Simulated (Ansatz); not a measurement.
Stepwise reaction of `[NH2][InH][NH2]` with hydrogen, as a gas-phase model of exchange steps in deposition or etching. ΔE in kJ/mol; ΔG adds harmonic PBE0-D4 terms to CCSD(T)/CBS, at 1 bar.

Isolated molecules relaxed with PBE0-D4/def2-TZVP in Ansatz; ΔE leaves out vibrations. CBS: MP2 limit from def2 TZ/QZ plus the TZ coupled-cluster correction, frozen cores. This one scheme is used for every species. Functionals use def2-TZVPP. B3LYP here is the variant with VWN-RPA as its local correlation; programs differ in this. Elements past krypton have def2 core potentials. For In outer-core shells are correlated without core-valence functions, which leaves a few kJ/mol of doubt a bond. One conformer a species, not always the lowest.

```csv
step,reaction,PBE-D4,B3LYP-D4,ωB97M-V,CCSD(T)/CBS,ΔG(600 K)
1,`[NH2][InH][NH2]` + H₂ → `[NH2][InH2]` + NH₃,-15.7,-16.6,-17.8,-7.3,-9.4
```

**Question.** Give the row of step 2, `[NH2][InH2]` + H₂ → `[InH3]` + NH₃. (Estimate.)

**Answer.** Computed: 
| step | reaction | PBE-D4 | B3LYP-D4 | ωB97M-V | CCSD(T)/CBS | ΔG(600 K) |
| --- | --- | --- | --- | --- | --- | --- |
| 2 | `[NH2][InH2]` + H₂ → `[InH3]` + NH₃ | 3.6 | 1.1 | -1.4 | 9.2 | 15.3 |

**Question.** By hand: ΔE of the 2 steps together at CCSD(T)/CBS.

**Answer.** (-7.3) + (9.2) = 1.9 kJ/mol, or 0.9 kJ/mol a step.

In ΔE each step is higher than the one before. ΔG lies between -9.4 and 15.3 kJ/mol a step. PBE-D4 differs from CCSD(T)/CBS by -8.4 to -5.6 kJ/mol a step. Isolated molecules leave out the surface, adducts and barriers. Largest T1 diagnostic: 0.016.
